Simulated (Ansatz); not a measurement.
A structure relaxed at PBE0-D4/def2-TZVP in Ansatz, charge 0, doublet:

```csv
atom,x (Å),y (Å),z (Å)
Na1,0.731,-1.838,-0.896
Na2,-0.352,1.030,1.880
Sb3,-0.380,0.808,-0.983
```

Task: Give its formula and point group.

Result: Na₂Sb. Point group C2v (tolerance 0.1 Å).

Task: Summarise the bond lengths by kind (pairs closer than 1.2 times the sum of covalent radii, bridged metal pairs left out).

Result: 2 × Na–Sb 2.87 Å.

In the def2 sets Sb takes a core potential; there is no spin–orbit coupling. The relaxation made no stability test and no search for a lower SCF solution. The structure comes from a short search, and lower isomers may exist.
